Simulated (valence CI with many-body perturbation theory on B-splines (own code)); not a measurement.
**Nd11+: calculated level list**

Calculated by valence CI with perturbative core correlation (CI+MBPT): three valence electrons over a frozen Dirac-Fock core [Kr] 4d10, a basis of 7 s, 7 p, 7 d, 7 f, 4 g, 2 h functions for each j, with the one-electron correlation potential Σ1 (screened to all orders), the two-electron term Σ2, the three-electron term Σ3, Breit, model QED; selected single and double excitations, second order for the rest, scaled by the run's own slope (own B-spline code, finite nucleus).

No measured spectrum was set against this ion. As an estimate, terms of the open shell hold to a few per cent of their energy, and close levels can change places; configurations with another count of f electrons can be misplaced by thousands of cm⁻¹.

Levels 181 to 200 of 200, with energies above the lowest level, (4f5/2 5s^2) J=5/2. "Leading %" is the weight of the configuration and term that name the level; weights of strongly mixed levels are sums over their largest components and can fall short. In the jj column 3d3/2^4 stands for four electrons in 3d with j = 3/2. Lifetimes count E1, E2, E3, M1 and M2 decay at the calculated energies, and are blank where another channel may lead or the interval is too uncertain; long ones can be off by a factor of two.

```tsv
No.	Configuration	Term	J	E (eV)	Leading %	g	Lifetime	Leading jj
181	4f5p²	⁴G°	11/2	48.748	51	1.182	101 ps	4f7/2 5p1/2 5p3/2 (86 %)
182	4f5p²	²D°	3/2	48.898	25	0.884	109 ps	4f5/2 5p1/2 5p3/2 (61 %)
183	4f5p²	⁴D°	1/2	49.059	49	0.335	91.7 ps	4f5/2 5p1/2 5p3/2 (54 %)
184	4f5p²	²G°	9/2	49.180	46	1.017	136 ps	4f7/2 5p1/2 5p3/2 (46 %)
185	4f5p²	²G°	7/2	49.196	47	1.012	93.0 ps	4f5/2 5p1/2 5p3/2 (53 %)
186	5s²5d	²D	3/2	49.418	89	0.804	13.5 ps	5s^2 5d3/2 (89 %)
187	4f5p²	²D°	3/2	49.450	47	0.989	94.2 ps	4f7/2 5p1/2 5p3/2 (72 %)
188	4f5p²	²F°	5/2	49.907	42	1.016	99.5 ps	4f7/2 5p1/2 5p3/2 (88 %)
189	5s²5d	²D	5/2	50.338	91	1.201	16.0 ps	5s^2 5d5/2 (91 %)
190	4f²5p	²P°	3/2	51.702	90	1.314	116 ps	4f7/2^2 5p3/2 (59 %)
191	4f5p²	²F°	5/2	52.923	29	1.017	65.1 ps	4f5/2 5p3/2^2 (91 %)
192	4f5p²	⁴F°	7/2	53.048	43	1.181	63.3 ps	4f5/2 5p3/2^2 (62 %)
193	4f5p²	²D°	3/2	53.154	51	0.767	78.4 ps	4f5/2 5p3/2^2 (81 %)
194	4f5p²	⁴F°	9/2	53.337	50	1.226	64.9 ps	4f7/2 5p3/2^2 (65 %)
195	4f5p²	⁴G°	11/2	53.508	47	1.177	83.6 ps	4f7/2 5p3/2^2 (89 %)
196	4f5p²	²G°	9/2	53.581	53	1.051	72.4 ps	4f5/2 5p3/2^2 (64 %)
197	4f5p²	²P°	1/2	53.817	55	0.441	100 ps	4f5/2 5p3/2^2 (80 %)
198	4f5p²	²P°	3/2	54.315	55	1.209	104 ps	4f7/2 5p3/2^2 (72 %)
199	4f5p²	²D°	5/2	54.315	45	1.076	70.7 ps	4f7/2 5p3/2^2 (84 %)
200	4f5p²	²F°	7/2	54.647	63	1.083	61.2 ps	4f7/2 5p3/2^2 (61 %)
```

Where two levels of one J and parity lie close, their mixing, g and order are uncertain.
